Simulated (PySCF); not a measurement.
F₃HOTi, multiplicity 1. Atoms are numbered in the order given.

```xyz
6

Ti     0.0000     0.0000    -0.0085
F      1.4272     0.8240    -0.6098
F     -1.4272     0.8240    -0.6098
F      0.0000    -1.6480    -0.6098
O      0.0000     0.0000     1.7424
H      0.0000     0.0000     2.7115
```

Geometry: PBE-D3(BJ)/def2-SVP. A frequency run showed that this geometry is not a minimum. The spin state was assumed, not searched. The structure was generated by enumeration; whether it is a known compound was not checked. Other conformers were not sampled.

Computed with PBE-D3(BJ)/def2-SVP (PySCF).

Frequencies are harmonic and unscaled.

Modes within 1.5 cm⁻¹ of each other (mostly degenerate sets) share a row, with their intensities summed.

```tsv
mode	ν (cm⁻¹)	IR (km/mol)	moving atoms (share of kinetic energy)
1–2	211i	353.7	H 90 %, O 9 %
3–4	195	9.6	F 84 %, O 12 %
5–7	223	38.4	F 45 %, O 33 %, Ti 21 %
8	707	16.9	F 85 %, O 12 %
9–10	790	353.4	F 61 %, Ti 38 %
11	849	203.5	O 57 %, Ti 35 %
12	3845	365.2	H 94 %
```
